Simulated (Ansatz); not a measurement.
Calculated with Ansatz (gas phase, PBE0-D4/def2-TZVP geometries, no zero-point term in ΔE). CCSD(T)/CBS adds triple-zeta CCSD(T) − MP2 to the extrapolated MP2 energy (def2 sets, frozen cores). This one scheme is used for every species. def2 core potentials past Kr. For In outer-core shells are correlated without core-valence functions, which leaves a few kJ/mol of doubt a bond. One conformer a species, not always the lowest.

Consider the β-hydride elimination: `C[CH2][In]([OH])[F]` → `[OH][InH][F]` + `C=C`.

```tsv
species	HF/def2-TZVPP energy (Eh)
`C[CH2][In]([OH])[F]`	-442.88956
`[OH][InH][F]`	-364.78923
`C=C`	-78.06647
```

**Question.** Work out ΔE.

**Answer.** ΔE = (-364.78923) + (-78.06647) − (-442.88956) = 0.03386 Eh = +21.2 kcal/mol. CCSD(T)/CBS gives +30.9 kcal/mol.

Largest T1 diagnostic among the species: 0.017.

From PBE to PBE0 (25 % exact exchange), in def2-TZVPP and without D4, ΔE moves by +1.5 kcal/mol. The D4 term adds +2.7 kcal/mol with B3LYP and +1.5 kcal/mol with PBE0; it sums over pairs of atoms, weighted by their polarisabilities, and B3LYP, whose exchange is more repulsive, gets the larger term. In def2-TZVPP, CCSD(T) changes the Hartree–Fock value by +8.7 kcal/mol (the triples alone add +0.6 kcal/mol) and MP2 by +12.5 kcal/mol.

B3LYP here is the variant with VWN-RPA as its local correlation; programs differ in this.
